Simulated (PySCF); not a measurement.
C3H7BO2, SMILES OB1CC(O)C1.

Geometry optimised at B3LYP-D3(BJ)/def2-SVP. This is a generated structure with no PubChem entry under its InChIKey; it may be hypothetical. Other conformers were not sampled.

Two levels are set side by side: TDA-PBE/def2-SVPD (PySCF) and TDA-M06-2X/def2-SVPD (PySCF). Vertical, same geometry. The lowest singlet is HOMO→LUMO 99 % with PBE and HOMO−1→LUMO+2 55 %, HOMO−1→LUMO+1 23 %, HOMO→LUMO+2 11 % with the other functional; states are paired by order. Differences are taken from unrounded values.

```csv
quantity,TDA-M06-2X,TDA-PBE,TDA-PBE minus TDA-M06-2X
lowest singlet excitation (eV),6.29,5.27,-1.02
lowest triplet excitation (TDA) (eV),5.88,5.08,-0.80
```

A lower first singlet is the usual sign of a functional without exact exchange. Differences between two approximate levels are no errors against the true value.

Rough cost on one machine, each run with all the roots and properties that it gave: TDA-M06-2X against TDA-PBE about 10 times.
